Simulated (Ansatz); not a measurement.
The same molecule with X = Ti, Zr, Hf. Ansatz, PBE0-D4/def2-TZVP geometries, multiplicity 1.

Elements past krypton have def2 core potentials. Scalar relativity is left out up to krypton.

```
 X                    molecule  mean X–C bond length / Å  mean X–F bond length / Å  LUMO energy (ωB97M-V/def2-TZVPP) / eV  HOMO–LUMO gap (PBE0/def2-TZVPP) / eV  zero-point energy (PBE0-D4/def2-TZVP) / kJ/mol
Ti  `[CH3][Ti]([CH3])([F])[F]`                     2.047                     1.757                                   0.18                                  6.21                                           192.8
Zr  `[CH3][Zr]([CH3])([F])[F]`                     2.209                     1.903                                   0.64                                  6.70                                           188.7
```

(1) Give the row for X = Hf, `[CH3][Hf]([CH3])([F])[F]`. (An estimate is asked.)

## Answers

(1) Ansatz gave: 
| X | molecule | mean X–C bond length / Å | mean X–F bond length / Å | LUMO energy (ωB97M-V/def2-TZVPP) / eV | HOMO–LUMO gap (PBE0/def2-TZVPP) / eV | zero-point energy (PBE0-D4/def2-TZVP) / kJ/mol |
| --- | --- | --- | --- | --- | --- | --- |
| Hf | `[CH3][Hf]([CH3])([F])[F]` | 2.208 | 1.905 | 0.80 | 7.10 | 188.9 |

From Ti to Hf the mean X–C bond length isn't monotonic: highest at Zr, lowest at Ti; the mean X–F bond length rises at each step, by 0.148 Å in all; the LUMO energy (ωB97M-V/def2-TZVPP) rises at each step, by 0.62 eV in all; the HOMO–LUMO gap (PBE0/def2-TZVPP) rises at each step, by 0.89 eV in all; the zero-point energy (PBE0-D4/def2-TZVP) isn't monotonic: highest at Ti, lowest at Zr.
